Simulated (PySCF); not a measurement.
`C[C@@]12[C@H]3[C@H]4[C@@H]1[C@@]4(F)C[C@H]32`, C$_{8}$H$_{9}$F

Geometry:
| atom | x (Å) | y (Å) | z (Å) |
| --- | --- | --- | --- |
| C1 | 2.270 | 0.122 | -0.041 |
| C2 | 0.784 | 0.036 | 0.089 |
| C3 | -0.088 | -0.683 | 1.088 |
| C4 | -1.046 | 0.510 | 1.122 |
| C5 | -0.180 | 1.234 | 0.117 |
| C6 | -1.494 | 0.641 | -0.309 |
| F7 | -2.537 | 1.455 | -0.623 |
| C8 | -1.313 | -0.641 | -1.078 |
| C9 | -0.080 | -1.118 | -0.360 |
| H10 | 2.717 | -0.859 | 0.104 |
| H11 | 2.544 | 0.486 | -1.030 |
| H12 | 2.680 | 0.803 | 0.704 |
| H13 | 0.168 | -1.312 | 1.922 |
| H14 | -1.588 | 0.885 | 1.970 |
| H15 | 0.080 | 2.274 | 0.042 |
| H16 | -1.142 | -0.460 | -2.140 |
| H17 | -2.164 | -1.312 | -0.958 |
| H18 | 0.381 | -2.055 | -0.632 |

Theory: GIAO B97-2/pcSseg-1 magnetisability, rotational g tensor and spin-rotation constants, non-relativistic, gas phase in PySCF. Geometry: GFN2-xTB.

(1) What are the magnetisability and the molar susceptibility?

(2) Split it along the inertial axes a, b, c into diamagnetic and paramagnetic parts about the centre of mass, with the quadrupole moment.

(3) And the rotational g tensor?

Results:

(1) Isotropic -1480 × 10⁻³⁰ J/T², or -89.1 × 10⁻⁶ cm³/mol; principal values -1763, -1457, -1220 × 10⁻³⁰ J/T², anisotropy 471 × 10⁻³⁰ J/T² (root of half the summed squared differences of the principal values). The susceptibility is in cgs units.

(2) 
| axis | χ (10⁻⁶ cm³/mol) | diamagnetic (10⁻⁶ cm³/mol) | paramagnetic (10⁻⁶ cm³/mol) | summed x² of all electrons (Å²) | quadrupole Θ (D Å) |
| --- | --- | --- | --- | --- | --- |
| a | -101.4 | -466.0 | 364.6 | 166.0 | -4.67 |
| b | -81.4 | -905.6 | 824.2 | 62.4 | +2.96 |
| c | -84.5 | -969.1 | 884.6 | 47.4 | +1.70 |

Anisotropies 2χaa − χbb − χcc = -37.0 and 2χbb − χaa − χcc = +23.1 × 10⁻⁶ cm³/mol. Θ is traceless in Buckingham's convention.

(3) 
```
axis  rotational constant (GHz)        g  nuclear part  electronic part
   a                     3.5116  +0.0182        0.6197          -0.6014
   b                     1.4817  -0.0094        0.5643          -0.5737
   c                     1.3790  -0.0063        0.5668          -0.5731
```
Asymmetric top; isotopes 12C, 19F, 1H; no vibrational averaging.
